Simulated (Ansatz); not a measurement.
Reaction (ligand exchange at a B–N bond): `BNC(C)=O` + `C=CNC` → `BN(C)C=C` + `CC(N)=O`

Isolated molecules relaxed with PBE0-D4/def2-TZVP in Ansatz; ΔE leaves out vibrations. CCSD(T)/CBS adds triple-zeta CCSD(T) − MP2 to the extrapolated MP2 energy (def2 sets, frozen cores). Functionals use def2-TZVPP. B3LYP here is the variant with VWN-RPA as its local correlation; programs differ in this. Each species was taken in one conformer, which may not be the lowest.

(1) Is it downhill or uphill in electronic energy at CCSD(T)/CBS, and by how much? (Best estimate.)

(2) What do these levels give: PBE0-D4, B3LYP-D4, ωB97X-V, PBE, r2SCAN, CCSD(T)/def2-TZVPP? (An estimate is asked.)

Largest T1 diagnostic among the species: 0.015.

Answers

(1) Ansatz gave: Downhill: ΔE = -10.6 kcal/mol.

(2) The calculation gave: PBE0-D4 -10.1, B3LYP-D4 -9.8, ωB97X-V -9.5, PBE -9.8, r2SCAN -10.1, CCSD(T)/def2-TZVPP -10.3 kcal/mol.

In def2-TZVPP, CCSD(T) changes the Hartree–Fock value by −3.3 kcal/mol (the triples alone add −0.5 kcal/mol) and MP2 by −4.2 kcal/mol. The D4 term adds −0.9 kcal/mol with B3LYP and −0.5 kcal/mol with PBE0; it sums over pairs of atoms, weighted by their polarisabilities, and B3LYP, whose exchange is more repulsive, gets the larger term.
